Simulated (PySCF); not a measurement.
## Electronic structure of Ge(2+) (germanium, charge +2) at the UHF level

Configuration: [Ar] 3d9 4s2 4p1, one real determinant (an excited configuration). Calculation: PySCF 2.14, in aug-cc-pVDZ-DK (6s5p3d, 36 functions); scalar relativity by spin-free X2C-1e.

| Quantity | Value |
| --- | --- |
| Total energy | -2094.916985 hartree |
| One-electron energy | -2878.9327 hartree |
| Hartree (Coulomb) energy | 861.2373 hartree |
| Exchange energy | -77.2216 hartree |
| ⟨S²⟩ | 2.0083 |
| ⟨L²⟩ | 8.025 |
| Sum of ⟨r⟩ | 19.08 bohr |
| Sum of ⟨r²⟩ | 23.37 bohr² |
| Traceless quadrupole moment −½Σ⟨3z² − r²⟩ along its main axis | -2.13 e·bohr² |
| Langevin diamagnetic susceptibility | -18.5 ×10⁻⁶ cm³/mol |

| shell | electrons | mean orbital energy (hartree) | spread (hartree) | rms radius, mean of both spins (bohr) |
| --- | --- | --- | --- | --- |
| 1s α | 1 | -412.47979 | 0 | 0.0542 |
| 1s β | 1 | -412.47580 | 0 | 0.0542 |
| 2s α | 1 | -55.10626 | 0 | 0.227 |
| 2s β | 1 | -55.05156 | 0 | 0.227 |
| 2p α | 3 | -48.20497 | 0.06559 | 0.203 |
| 2p β | 3 | -48.14938 | 0.00479 | 0.203 |
| 3s α | 1 | -8.81946 | 0 | 0.662 |
| 3s β | 1 | -8.68989 | 0 | 0.662 |
| 3p α | 3 | -6.60762 | 0.11069 | 0.693 |
| 3p β | 3 | -6.45031 | 0.09100 | 0.693 |
| 3d α | 5 | -2.95590 | 0.11347 | 0.788 |
| 3d β | 4 | -2.88044 | 0.05545 | 0.788 |
| 4s α | 1 | -1.41328 | 0 | 2.03 |
| 4s β | 1 | -1.30021 | 0 | 2.03 |
| 4p α | 1 | -1.02693 | 0 | 2.33 |

⟨L²⟩ = 8.03 against 12 for a pure F term, so this real determinant mixes terms.

Densities and radii are taken from the X2C orbitals without a picture-change correction, which distorts them close to the nucleus.

Spin-orbit constants ζ (cm⁻¹) from the X2C one-electron operator on these orbitals: bare nucleus, nucleus screened by l(l+1)(2l+1)/3 electrons, and screened by the Breit-Pauli mean field of the electrons.

```json
{"shell": "2p", "bare": "177400", "screened nucleus": "166300", "mean field": "161200"}
{"shell": "3p", "bare": "23840", "screened nucleus": "22350", "mean field": "21530"}
{"shell": "3d", "bare": "2644", "screened nucleus": "1818", "mean field": "1675"}
{"shell": "4p", "bare": "1512", "screened nucleus": "1418", "mean field": "1354"}
```

To first order the Landé constant is A = -332.9 cm⁻¹, so the lowest level has J = 4 and lies 0.124 eV below the centre of the term. This holds in LS coupling only.
